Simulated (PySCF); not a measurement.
Point-charge models of `C#CC[C@@H](CC#N)N[SiH3]` against its computed dipole.

Coordinates (GFN2-xTB, Å) and charges (e) from the PBE0/pcSseg-1 density (PySCF):

```tsv
atom	x	y	z	Mulliken	IAO	Hirshfeld	ESP-fitted
C1	2.685	-0.941	-0.840	-0.3605	-0.2550	-0.1134	-0.6030
C2	1.968	-0.398	-0.051	+0.1118	-0.0299	-0.0322	+0.3185
C3	1.037	0.246	0.852	-0.0627	-0.2946	-0.0594	-0.7290
C4	-0.343	0.438	0.187	-0.1112	+0.0273	+0.0393	+0.5486
C5	-0.223	1.393	-1.021	-0.1234	-0.3098	-0.0497	-0.6794
C6	0.157	2.715	-0.604	+0.0458	+0.1374	+0.0873	+0.5167
N7	0.457	3.758	-0.244	-0.2495	-0.2532	-0.2313	-0.5136
N8	-0.925	-0.803	-0.242	-0.6341	-0.6764	-0.2378	-0.8058
Si9	-1.917	-1.787	0.764	+0.6108	+0.7470	+0.3511	+0.5228
H10	3.347	-1.409	-1.506	+0.0471	+0.2038	+0.0934	+0.3483
H11	1.437	1.218	1.154	+0.1773	+0.1753	+0.0564	+0.2412
H12	0.915	-0.376	1.743	+0.1664	+0.1718	+0.0580	+0.2409
H13	-1.020	0.884	0.924	+0.1400	+0.1449	+0.0497	+0.0700
H14	-1.186	1.447	-1.535	+0.1776	+0.1889	+0.0668	+0.2239
H15	0.529	1.008	-1.716	+0.1760	+0.1807	+0.0575	+0.2380
H16	-0.326	-1.270	-0.910	+0.2065	+0.2575	+0.1049	+0.3815
H17	-1.245	-2.362	1.941	-0.1129	-0.1611	-0.0894	-0.1248
H18	-2.990	-0.904	1.225	-0.1026	-0.1336	-0.0783	-0.1031
H19	-2.367	-2.848	-0.128	-0.1024	-0.1208	-0.0735	-0.0918
```

**Question.** Compute μ = Σ q r for each scheme (1 e·Å = 4.803 D) and compare with the dipole of the full density.

**Answer.** The full density gives (-0.53, -3.61, -0.73) D, 3.72 D in size; dipole vectors point from the negative to the positive end.

```json
{"scheme": "Mulliken", "μx": "-2.46", "μy": "-1.45", "μz": "2.22", "size (D)": "3.61", "share of the full size (%)": "97", "angle to the full dipole (°)": "69"}
{"scheme": "IAO", "μx": "-1.31", "μy": "-3.10", "μz": "0.16", "size (D)": "3.37", "share of the full size (%)": "91", "angle to the full dipole (°)": "20"}
{"scheme": "Hirshfeld", "μx": "-0.69", "μy": "-2.61", "μz": "-0.25", "size (D)": "2.71", "share of the full size (%)": "73", "angle to the full dipole (°)": "9"}
{"scheme": "ESP-fitted", "μx": "-0.56", "μy": "-3.63", "μz": "-0.69", "size (D)": "3.74", "share of the full size (%)": "100", "angle to the full dipole (°)": "1"}
```

**Question.** Which set comes closest?

**Answer.** Length of the difference vector: ESP-fitted 0.06 D, Hirshfeld 1.12 D, IAO 1.29 D, Mulliken 4.13 D. Closest: ESP-fitted. 

**Question.** What is left for the Hirshfeld atoms' own dipoles?

**Answer.** The shares of the density sum to the whole, so what Σ q r misses lies in dipoles about the nuclei. The atomic dipoles sum to (-0.53, -3.61, -0.73) − (-0.69, -2.61, -0.25) = (0.16, -1.00, -0.48) D, 1.12 D in size.

**Question.** With the origin at the mean of the coordinates, (-0.001, 0.000, 0.000) Å, which are the largest single terms, by size, of the Hirshfeld dipole along the direction of the full one?

**Answer.** N7 +4.07, Si9 +3.13, H19 -1.10, N8 -1.10, C6 -1.06 D; all 19 atoms together +2.68 D. The single terms depend on the origin, their sum doesn't.

**Question.** Give the size of the full dipole in other units.

**Answer.** 3.72 D = 1.463 au = 0.774 e·Å = 12.40 × 10⁻³⁰ C·m.

Isolated species at its GFN2-xTB geometry (one conformer only).

These values come from a run that also computed NMR shieldings. Hardware: an Arm Neoverse N1 with one thread, no GPU, shared host with 64 logical CPUs at a one-minute load of 61. Cost: 75 s, 1.0 GiB resident at most.

The values belong to the conformer `[CH:1]#[C:2][CH2:3][C@@H:4]([CH2:5][C:6]#[N:7])[NH:8][SiH3:9]`: C2–C3–C4–C5 -64°, C3–C4–C5–C6 -65°, C3–C4–N8–Si9 89°.
